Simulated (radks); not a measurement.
Spherical jellium clusters: N electrons in a uniform positive sphere of charge N and radius rs N^(1/3), rs = 2.94 bohr. Method: non-relativistic Kohn-Sham, PBEsol, spin-polarised, spherical densities; computed with a radial shooting solver with Libxc functionals. Levels are named by radial order and angular momentum (1s, 1p, 1d, 2s, ...), and open shells are averaged over m. At N = 15 the configuration is 1s2 1p6 1d(up 5, down 2). The background grows by one charge. Does electron 16 go into 2s up or 1d down or 2s down?

Answer. Into 1d down. The total energies of the other choices lie higher by 0.158 eV (2s up), 0.361 eV (2s down).
